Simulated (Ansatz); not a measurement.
C2H10N2Ti (`[CH3][Ti]([CH3])([NH2])[NH2]`), charge 0, multiplicity 1.

Q: Give a relaxed structure at PBE0-D4/def2-TZVP (the Gaussian-basis code of Ansatz). (Estimate.)

A: The calculation gave: 
Cartesian coordinates in Å:
```
C 1.732 0.757 0.430
Ti -0.083 0.000 -0.236
C -0.957 -0.969 1.379
N 0.156 -1.170 -1.690
N -1.183 1.454 -0.704
H 2.292 1.215 -0.392
H 2.328 -0.061 0.852
H 1.581 1.516 1.206
H -0.257 -1.719 1.767
H -1.883 -1.473 1.082
H -1.194 -0.264 2.183
H 0.921 -1.127 -2.350
H -0.415 -1.982 -1.882
H -1.423 2.185 -0.048
H -1.616 1.639 -1.597
```
Point group Cs.
This is one stationary point; other conformers may exist.
